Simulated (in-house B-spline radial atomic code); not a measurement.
## Rb: [Kr] 5s1

Method: Dirac-Kohn-Sham AM05, spherical fractional occupations, Fermi nucleus of rms radius 4.2036 fm. Calculated with a B-spline radial code for spherical atoms.

Z_r = [3n² - l(l+1)]/(2<r>); Z_e = n√(-2ε); the last column is Slater's effective charge. Values are occupation-weighted means over j. An effective charge above Z reflects the relativistic contraction of the inner shells.

```
shell  electrons   ε (eV)  <r> (bohr)    Z_r    Z_e  Slater
   1s          2   -15006     0.04033  37.19  33.21   36.70
   2s          2  -2004.6      0.1778  33.75  24.28   32.85
   2p          6  -1778.6      0.1551  32.24  22.87   32.85
   3s          2  -297.04      0.5112  26.41  14.02   25.75
   3p          6   -224.5      0.5191  24.08  12.19   25.75
   3d         10     -104      0.5255  19.98   8.29   15.85
   4s          2  -31.871       1.455  16.49   6.12    9.25
   4p          6  -15.977       1.725  13.34   4.33    9.25
   5s          1  -2.1814        5.27   7.12   2.00    2.20
```

The least bound orbital is 5s1/2 at -2.181 eV, and it is also the most diffuse (<r> = 5.27 bohr).

Spin-orbit splittings of the orbital energies (j = l + 1/2 above j = l - 1/2 when positive): 2p 60.65 eV, 3p 9.128 eV, 3d 1.551 eV, 4p 0.8885 eV.

For the 1s electron the small component carries 1.8 % of the norm, the zero-frequency Breit interaction raises the level by 25.72 eV, self-energy by 13.72 eV, and vacuum polarisation lowers it by 1.452 eV.
